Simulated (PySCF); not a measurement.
**Computed properties of CH₈N₂Si, SMILES N[SiH](C)N**

Si(H)(Me)(NH2)2 (CH8N2Si), SMILES N[SiH](N)C. Geometry: B3LYP-D3(BJ)/def2-SVP. One conformer was computed; it need not be the lowest. All values are computed for the isolated molecule unless a solvent is named; none is compared with measurement here.

**Structure.** The optimised structure has Cs symmetry. All 30 harmonic modes at B3LYP-D3(BJ)/def2-SVP (PySCF) are real, so it is a minimum. With heavy atoms numbered as in [SiH:1]([CH3:2])([NH2:3])[NH2:4], the shortest bond between them is Si1–N4 at 1.744 Å and the longest Si1–C2 at 1.877 Å.

**Vibrations.** The strongest infrared lines (harmonic, unscaled, degenerate partners summed) lie at 366 cm⁻¹ (339 km/mol, H 81 %, N 19 %), 927 cm⁻¹ (177 km/mol, H 67 %, Si 19 %, N 13 %), 2226 cm⁻¹ (156 km/mol, H 97 %). The softest mode is at 107 cm⁻¹ and the zero-point energy is 60.7 kcal/mol.

**Electronic structure.** B3LYP/def2-TZVP (PySCF) places the frontier levels at -6.57 and 0.50 eV, a gap of 7.07 eV, and gives a dipole moment of 2.01 D and a mean polarisability of 53.7 bohr³. PBE/def2-TZVP (PySCF) at the same geometry gives -5.37 and 0.04 eV, so its gap is 1.66 eV narrower. An orbital gap is neither the optical nor the fundamental gap.

**Excitations.** TDDFT-PBE0/def2-SVPD (PySCF) has S1 at 6.11 eV (203 nm, f = 0.058, bright); the most intense of the 10 singlets computed lies at 6.89 eV (f = 0.06). T1 (TDA) is at 5.77 eV. TDDFT-PBE/def2-SVPD (PySCF) puts S1 at 5.33 eV. No vertical singlet excitation falls in the visible range (under 3.1 eV).

**NMR.** GIAO shifts at HF/pcSseg-1 (PySCF) (non-relativistic, atoms alike by connectivity averaged): ¹³C at -0.2 ppm against TMS; ¹H from 0.5 to 4.3 ppm against TMS; ²⁹Si at -22.6 ppm against TMS.

**Solvation.** SMD-ωB97X/def2-SVP (PySCF) gives -2.0 kcal/mol in water, -1.2 kcal/mol in n-hexane, -4.7 kcal/mol in ethanol (1 M in both phases, gas-phase geometry); of these solvents ethanol holds the molecule best.
